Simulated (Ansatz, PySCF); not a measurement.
Pulling on the Ge2–H3 bond in BGeH5 (SMILES [BH2][GeH3]) (multiplicity 1 held, fragments rigid). Energies count from the point at 1.540 Å.
Geometry at that point (charge 0, multiplicity 1):
```xyz
7

B     -1.6845    -0.0898    -0.3881
Ge     0.3243     0.0133     0.0725
H      1.1614    -1.1822    -0.4179
H      0.9348     1.2960    -0.5323
H      0.5058     0.1201     1.6021
H     -2.4052     0.7934    -0.0463
H     -2.1530    -1.0048    -0.9863
```

Restricted levels (R-, RO-) in cc, def2 and unpolarised 6-31G sets keep to the state of the molecule at rest. Unrestricted levels (U-) break spin symmetry where that is lower. Active spaces are followed from a long bond inwards. Curves can end on different states.

Correlated levels freeze the cores. Filled d and f shells under p-block atoms count as core. Rows in LANL2DZ carry no dispersion term and start afresh at each structure. LANL2DZ brings its own core potentials from Na on.

The values were computed with Ansatz (an electronic-structure program); PySCF for LANL2DZ rows. 

| level | energy at R = 4.927 Å (eV) |
|---|---|
| U-HF/LANL2DZ | 2.882 |
| R-HF/cc-pVTZ | 6.987 |
| U-HF/cc-pVTZ | 2.969 |
| R-PBE/cc-pVTZ | 4.805 |
| R-r2SCAN/cc-pVTZ | 5.194 |
| U-B3LYP/LANL2DZ | 3.771 |
| U-B3LYP/cc-pVTZ | 3.792 |
| U-CCSD/cc-pVTZ | 3.776 |
| SC-NEVPT2 on CASSCF(2,2)/cc-pVTZ | (withheld) |

Q: Some entries are withheld; supply them.

A: 
- SC-NEVPT2 on CASSCF(2,2)/cc-pVTZ, energy at R = 4.927 Å (eV): 3.644

Doubts at one or more of the structures used: a spin-contaminated determinant (U-HF/LANL2DZ, U-HF/cc-pVTZ, U-B3LYP/LANL2DZ, U-B3LYP/cc-pVTZ, U-CCSD/cc-pVTZ); a restricted determinant that unrestricted orbitals would lower (R-HF/cc-pVTZ, R-PBE/cc-pVTZ, R-r2SCAN/cc-pVTZ).
